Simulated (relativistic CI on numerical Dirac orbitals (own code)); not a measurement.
Xe³⁸⁺: sensitivity of the levels to the model

Base calculation: Dirac-Coulomb-Breit CI, orbitals from a KLI potential per configuration, QED by a radiative potential, unscaled Slater integrals.

CI space (outside the closed core [Ne]): 3s²3p⁴, 3s3p⁵, 3s²3p³3d, 3p⁶, 3s3p⁴3d, 3p⁵3d, 3s3p³3d², 3s²3p²3d4p, 3p⁵4s, 3s3p³3d4s, 3p⁵4p, 3s²3p³4s, 3s²3p²3d², 3s²3p3d³, 3s3p²3d³, 3s²3p3d²4s, 3p⁴3d², 3p³3d³, 3p³3d²4s, 3s²3p²3d4s, 3s3p²3d²4s, 3s²3p3d4s². Double excitations out of closed p, d and f shells are left out; levels of such configurations are missing from the list, as are those of other unlisted configurations, and high levels can miss mixing partners.

Variants: (1) Breit term removed; (2) configuration mixing switched off. Shifts of the energy above 3s²3p⁴ ³P2, in cm⁻¹, for the lowest level and the first level of each name with at least 55 % of one term (blank where a level changes its place among those of its configuration and J or its character, or is not in the variant):

```
        Level     Base    Δ(1)    Δ(2)
   3s²3p⁴ ³P2        0       0       0
   3s²3p⁴ ¹S0   103560   -1328   +8215
   3s²3p⁴ ³P1   609930   +7822   +4111
   3s²3p⁴ ¹D2   667260   +9108   +6549
   3s²3p⁴ ³P0  1318424  +16006  +19040
3s²3p³3d ³G°5  2060449  +22301  -18423
  3s3p⁴3d ⁵F5  2853056  +12548    -486
```

At this charge energies of transitions that change n are usually good to better than 1 %, and those within a shell (Δn = 0) to a few per cent.

Ionisation energy from the two ground configurations alone: base 2726.39 eV; Breit term removed 2728.31 eV. The NIST ASD value (theoretical) is 2726 eV.

LS names give the leading component of a level, which can be under half, so a name can repeat, a term be missing and a line seem to break the LS rules.
